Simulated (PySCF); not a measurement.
**Dipole response of Ru³⁺ (ruthenium, charge +3)**

[Kr] 4d5, high-spin 6S determinant. Calculation: PySCF 2.14, in x2c-TZVPPall with one added diffuse shell each of s, p, d, f type (9s7p7d3f1g, 95 functions); scalar relativity by spin-free X2C-1e. Coupled (time-dependent) response in atomic units; α is the mean over directions.

```csv
method,mean α (bohr³),C₆ (like pair),S(−4)
UHF,4.608,20.94,4.188
PBE,5.024,22.93,5.755
PBE0,4.861,22.14,5.106
```

S(−4) is the Cauchy moment in α(ω) = α(0) + S(−4) ω² + …

α(iu) at PBE:

```tsv
u (hartree)	α(iu) (bohr³)
0	5.024
0.0500	5.009
0.100	4.967
0.200	4.811
0.300	4.586
0.500	4.053
0.750	3.413
1.00	2.874
1.50	2.073
2.00	1.535
3.00	0.9105
5.00	0.4134
```

A single London oscillator, α(iu) = α/(1 + u²/ω²), gives C₆ = (3/4) ω α². Matching the computed C₆ needs ω = 4 × 22.93 / (3 × 5.024²) = 1.21 hartree.

For an ion, C₆ is the dispersion term alone; charge-induced terms of lower order in 1/R come first.
